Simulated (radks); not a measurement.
Results of a calculation; reference values are marked as such.
Problem. Ga4+, 27 electrons, occupied as [Ar] 3d9. Code: a radial shooting solver on a logarithmic mesh with Libxc functionals. Model: Dirac Kohn-Sham, Slater X-alpha with alpha = 1.04, spin-unpolarised, spherical densities, finite nucleus; open shells are shared between the two j in proportion to 2j + 1; Fermi nuclear charge, rms radius 3.9973 fm. Some entries of the table are withheld. Estimate them.

orbital,occ.,eigenvalue (eV),r(max) (bohr)
1s1/2,2,-10409.84,0.03170
2s1/2,2,-1358.137,0.1813
2p1/2,2,(1),(2)
2p3/2,4,(3),(4)
3s1/2,2,-220.2557,0.5575
3p1/2,2,-173.2441,0.5512
3p3/2,4,-169.3353,0.5592
3d3/2,3.6,-88.1581,0.5099
3d5/2,5.4,-87.5872,0.5125

Solution. 
(1) 2p1/2 eigenvalue (eV): -1218.169
(2) 2p1/2 r(max) (bohr): 0.1431
(3) 2p3/2 eigenvalue (eV): -1189.600
(4) 2p3/2 r(max) (bohr): 0.1460
